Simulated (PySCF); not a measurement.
Computed vibrations of [Nd(NH3)3]2+

[Nd(NH3)3]2+ (singlet in the valence; each metal's 4f electrons, 4 of them, lie in its core potential, out of spins and levels). PySCF 2.14.0, RKS PBE0, Nd lcecp-0-SVP with ECP50, N def2-SVP, H def2-SVP; non-relativistic Hamiltonian with scalar-relativistic core potentials where named; density fitting; no spin-orbit coupling. Central differences of gradients.

```xyz
13

Nd    0.0000    0.0000    0.0000
N     2.7180    0.0001    0.0000
H     3.1515   -0.4655    0.8062
H     3.1515   -0.4655   -0.8062
H     3.1514    0.9309    0.0000
N    -1.3591    2.3538    0.0000
H    -1.1726    2.9620    0.8062
H    -1.1726    2.9620   -0.8062
H    -2.3819    2.2637    0.0000
N    -1.3589   -2.3539    0.0000
H    -1.9789   -2.4965    0.8062
H    -1.9789   -2.4965   -0.8062
H    -0.7695   -3.1946    0.0000
```

Run from Python with OMP_NUM_THREADS=2. Where DIIS fails, smearing, a level shift and second-order steps follow.
It took 100 s on 2 threads of Arm Neoverse V1 (shared host).

Problem. What are the harmonic wavenumbers and infrared intensities?

Solution. Modes are labelled in C3h; negative numbers are unstable modes, those under 60 cm⁻¹ near the noise; a finer grid moves soft modes by up to 10 cm⁻¹.
```tsv
cm⁻¹	km/mol	symmetry
-51	–	e''
-51	–	e''
-49	–	a''
-20	–	a''
43	2.6	e'
43	2.6	e'
253	0.0	a'
263	7.2	e'
263	7.2	e'
508	0.0	a'
522	0.0	e''
522	0.0	e''
537	220.2	a''
540	103.3	e'
540	103.3	e'
1324	194.1	e'
1324	194.1	e'
1326	0.0	a'
1643	44.8	e'
1643	44.8	e'
1643	86.9	a''
1644	0.0	a'
1644	0.0	e''
1644	0.0	e''
3454	88.9	e'
3454	88.9	e'
3455	0.0	a'
3545	0.0	e''
3545	0.0	e''
3546	214.6	a''
3546	0.0	a'
3547	105.1	e'
3547	105.1	e'
```

Problem. Is this a minimum?

Solution. Probably not: 3 unstable, though so soft as to be near the noise (and 1 more above −25 cm⁻¹, within the noise); the lowest moves the atoms so:
```
Nd   0.00  0.00  0.00
N    0.00  0.00 -0.01
H    0.01 -0.39 -0.24
H   -0.01  0.39 -0.24
H    0.00  0.00  0.45
N    0.00  0.00 -0.02
H   -0.25 -0.14  0.14
H    0.25  0.14  0.14
H    0.00  0.00 -0.35
N    0.00  0.00  0.03
H    0.10 -0.05  0.09
H   -0.10  0.05  0.09
H    0.00  0.00 -0.10
```

An lcecp potential fixes the number of 4f electrons, so in runs with it no electron can move into or out of that shell; real Nd(II) is rare or takes another configuration.
